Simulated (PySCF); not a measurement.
**Computed data sheet: `[F][Hf]([F])([F])[F]`**

Compound: HfF₄ (singlet state).
Geometry (PBE0-D3(BJ)/def2-SVP, Å), atoms numbered from 1 in this order:
```
atom  x, y, z in Å
Hf1   -0.0001   -0.0010    0.0007
F2    -0.3104   -0.0599    1.8780
F3     1.8736    0.0045   -0.3335
F4    -0.7719    1.5808   -0.7233
F5    -0.7911   -1.5244   -0.8218
```

**PBE0-D3(BJ)/def2-SVP geometry optimisation, gas phase, def2 core potentials past Kr (PySCF)**

```
Point group                  : Td
Rotational constants A, B, C : 2.757, 2.755, 2.749 GHz
```

From PBE0/def2-SVPD ground state and vertical TDDFT (core frozen in the response) (PySCF):

```
Dipole moment                                          : 0.00 D by symmetry (numerical residue 0.01 D)
HOMO energy                                            : -12.34 eV
LUMO energy                                            : -0.99 eV
HOMO–LUMO gap                                          : 11.35 eV
Lowest singlet excitation                              : 9.54 eV (130 nm, f = 0.000 summed over 3 states within 0.01 eV)
Strongest line among the 10 lowest singlet transitions : S4/S5/S6/S7/S8/S9 at 9.62 eV (129 nm, f = 0.009 summed over these states)
Lowest triplet excitation (Tamm–Dancoff)               : 9.13 eV
Static isotropic polarisability                        : 34.2 au
```

Monoisotopic mass from the formula: 255.9402 u.

The rotational constants are those of a spherical top; the small spread among constants that symmetry makes equal is optimisation noise. In wavenumbers S1 is 77000 cm⁻¹ (1 eV = 8065.54 cm⁻¹). The vertical singlet–triplet gap S1 − T1 is 0.41 eV (TDDFT singlet less Tamm–Dancoff triplet). With B = h/(8π²I), that is 505.379 GHz u Å² over I, the principal moments of inertia are 183.3, 183.4 and 183.9 u Å² (most abundant isotopes); the inertial defect Ic − Ia − Ib is -182.8 u Å² (zero for a rigid planar frame, negative otherwise). Point group Td forbids a permanent dipole, so the rigid molecule has no electric-dipole pure rotational spectrum. The principal polarisabilities are 34.2, 34.2 and 34.2 au; their mean is the isotropic value. The largest Löwdin shares of the LUMO are 0.71 on Hf1. The polarisability is 5.07 Å³ as a volume (1 au = 0.148185 Å³).

Atoms past krypton carry effective core potentials; spin–orbit coupling is left out.
